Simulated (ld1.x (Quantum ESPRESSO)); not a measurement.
**Al PAW: all-electron and pseudo phase curves**

```
Element                 : Al (Z = 13)
Generator               : ld1.x (Quantum ESPRESSO) 7.5
Type                    : PAW
Functional              : LDA (PZ)
Relativity              : non-relativistic
Frozen core             : [Ne]
Valence charge          : 3
Reference configuration : 3s2 3p1
Partial waves           : 3s (bound): rcut 1.60, rcutus 2.05 bohr; 3s channel at 0.25 Ry: rcut 1.60, rcutus 2.05 bohr; 3p (bound): rcut 1.75, rcutus 2.45 bohr; 3p channel at 1.4 Ry: rcut 1.75, rcutus 2.45 bohr; 3d channel at -0.05 Ry: rcut 1.80, rcutus 2.00 bohr
Local potential         : all-electron potential smoothed inside 2.82 bohr (lloc = -1)
Core correction         : Bessel-smoothed model core inside 0.90 bohr
Augmentation charge     : PSQ, radius 1.60 bohr
```

The phase is arctan(r·u′/u) with u = r·R(r), unwrapped; energies in Ry, scanned from -3 to 5 Ry. A pole is an energy at which the radial function vanishes at the test radius. The pseudo phase is shifted by a multiple of π to meet the all-electron one at the reference energy, and phase errors are pseudo minus all-electron; the curves can meet again beyond the range given. Levels narrower than the energy grid can be missing from the lists of poles.

```csv
channel,radius (bohr),reference energy (Ry),"poles, all-electron","poles, pseudo",unbroken range about the reference energy with phases within 0.05 rad,phase error 1 Ry above the reference energy (rad)
s,3.05,-0.57,0.09,"0.09, 4.89",the whole range,-0.000
p,3.05,-0.21,0.78,0.78,the whole range,-0.000
d,3.05,-0.05,1.60,1.64,below 2.6,+0.005
```

Phases in the d channel:

```
E (Ry)  all-electron  pseudo
 -3.00         1.385   1.385
 -2.52         1.369   1.369
 -2.04         1.347   1.347
 -1.56         1.318   1.318
 -1.08         1.273   1.273
 -0.60         1.195   1.195
 -0.12         1.016   1.016
  0.36         0.299   0.300
  0.84        -1.118  -1.112
  1.32        -1.476  -1.470
  1.80        -1.622  -1.612
  2.28        -1.742  -1.720
  2.76        -1.936  -1.867
  3.24        -2.703  -2.257
  3.72        -4.178  -3.707
  4.20        -4.493  -4.361
  4.68        -4.604  -4.533
```
